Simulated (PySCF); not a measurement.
The complex Co(OH)2 (charge 0) contains Co(II), shell d7. The structure is a PBE0-D3(BJ)/def2-TZVP geometry optimised for multiplicity 4; coordination linear, point group C2h, metal–donor distances 1.75 Å.

Method (PySCF 2.14, density fitting): CASSCF(7,5) with orbitals averaged over all microstates of the shell, strongly contracted NEVPT2 on the averaged canonical orbitals; basis x2c-TZVPall on the metal, x2c-SVPall elsewhere; spin-free X2C; gas phase; spin-orbit coupling by state interaction with the mean-field operator over all roots.

CASSCF energies above the lowest CASSCF root:

```csv
state,CASSCF / cm⁻¹
4Ag,0
4Bg,0
4Bg,1734
4Ag,1866
4Bg,2340
4Ag,3344
4Bg,3616
4Bg,16942
2Bg,17293
2Ag,17653
2Ag,18009
2Bg,18279
2Ag,18343
2Bg,18833
2Ag,18991
2Bg,19686
2Ag,20571
2Bg,20931
2Ag,21043
2Bg,21288
2Ag,22447
2Bg,22560
```

**Question.** How does dynamic correlation (SC-NEVPT2) move these states?

**Answer.** 
```json
{"state": "4Ag", "NEVPT2 / cm⁻¹": "0", "shift / cm⁻¹": "0"}
{"state": "4Bg", "NEVPT2 / cm⁻¹": "7", "shift / cm⁻¹": "+7"}
{"state": "4Bg", "NEVPT2 / cm⁻¹": "902", "shift / cm⁻¹": "-832"}
{"state": "4Ag", "NEVPT2 / cm⁻¹": "1025", "shift / cm⁻¹": "-841"}
{"state": "4Bg", "NEVPT2 / cm⁻¹": "1900", "shift / cm⁻¹": "-440"}
{"state": "4Ag", "NEVPT2 / cm⁻¹": "4282", "shift / cm⁻¹": "+938"}
{"state": "4Bg", "NEVPT2 / cm⁻¹": "4720", "shift / cm⁻¹": "+1104"}
{"state": "4Bg", "NEVPT2 / cm⁻¹": "15356", "shift / cm⁻¹": "-1585"}
{"state": "2Bg", "NEVPT2 / cm⁻¹": "14598", "shift / cm⁻¹": "-2696"}
{"state": "2Ag", "NEVPT2 / cm⁻¹": "15533", "shift / cm⁻¹": "-2119"}
{"state": "2Ag", "NEVPT2 / cm⁻¹": "14788", "shift / cm⁻¹": "-3221"}
{"state": "2Bg", "NEVPT2 / cm⁻¹": "16732", "shift / cm⁻¹": "-1546"}
{"state": "2Ag", "NEVPT2 / cm⁻¹": "16546", "shift / cm⁻¹": "-1797"}
{"state": "2Bg", "NEVPT2 / cm⁻¹": "17396", "shift / cm⁻¹": "-1437"}
{"state": "2Ag", "NEVPT2 / cm⁻¹": "17730", "shift / cm⁻¹": "-1260"}
{"state": "2Bg", "NEVPT2 / cm⁻¹": "17057", "shift / cm⁻¹": "-2629"}
{"state": "2Ag", "NEVPT2 / cm⁻¹": "17062", "shift / cm⁻¹": "-3509"}
{"state": "2Bg", "NEVPT2 / cm⁻¹": "18486", "shift / cm⁻¹": "-2445"}
{"state": "2Ag", "NEVPT2 / cm⁻¹": "18935", "shift / cm⁻¹": "-2107"}
{"state": "2Bg", "NEVPT2 / cm⁻¹": "17979", "shift / cm⁻¹": "-3309"}
{"state": "2Ag", "NEVPT2 / cm⁻¹": "18262", "shift / cm⁻¹": "-4185"}
{"state": "2Bg", "NEVPT2 / cm⁻¹": "18556", "shift / cm⁻¹": "-4004"}
```

4Bg (7 cm⁻¹) lies within 300 cm⁻¹ of 4Ag at NEVPT2 level, inside the method's error: their order is undecided. NEVPT2 lifts 4Ag from 3344 to 4282 cm⁻¹; on the d shell alone such lifts tend to overshoot. Gaps between spin states lean to high spin in this active space.
